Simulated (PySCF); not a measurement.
SMILES c1cc(c(B(O)O)cc1)C=O (C₇H₇BO₃) at its GFN2-xTB optimised geometry (Å):

```
18

O     -1.7244    -2.6687     0.0133
C     -2.0394    -1.4983     0.0031
C     -1.1866    -0.3125     0.0000
C     -1.8818     0.9060    -0.0018
C     -1.2239     2.1164    -0.0021
C      0.1621     2.1275    -0.0007
C      0.8580     0.9330     0.0000
C      0.2278    -0.3125     0.0000
B      1.2259    -1.5710    -0.0033
O      2.5472    -1.2465    -0.0151
O      0.9020    -2.8712     0.0044
H     -3.1166    -1.2405    -0.0036
H     -2.9631     0.8895    -0.0027
H     -1.7822     3.0407    -0.0035
H      0.6976     3.0655    -0.0006
H      1.9366     0.9441     0.0002
H      3.1166    -2.0169    -0.0172
H     -0.0503    -3.0655     0.0118
```

Method: B3LYP/def2-SVP (PySCF).

Map of the log10 of the electron density (e/bohr³), floored at −4 on the plane z = 1.5 Å:

```
|                           |
|                           |
|                           |
|                           |
|       .:--::---.          |
|       :=+++++++-.         |
|      .=*######*+:         |
|      :+#%@@@@%#*-.        |
|     .-*#@@@@@@%#+:        |
|     -+#%@@@@@@@%*=:       |
|    :=*%@@@%%%@@%#+-.      |
|    :=*%@@@%#%@@@#+-.      |
|    :=*#@@@%%@@@%#+-.      |
|    .-+#%@@@@@@@#*+=-      |
|    :-+*%@@@@@@@#***+-     |
|    -=*#%@@@%@@%%#%%#+.    |
|   .-+*#%%%###%%%%%@%+:    |
|    :=*#%%#*+*#%%%%%#+:    |
|    .-+#%%#*=+#%%%#*+-.    |
|     .=#%@%*=+%@@#+=-.     |
|      -*%%#+=*%@%#=:       |
|      .=**+=-+*%#*-        |
|        :-:..:=++-.        |
|               ..          |
|                           |
|                           |
|                           |
```
Scale: ten equal steps from -4.00 (start of ' ') to -2.22 (end of '@'), in the order ' .:-=+*#%@'; x runs from -5.50 to 5.50, y from -5.50 (bottom) to 5.50 (top).
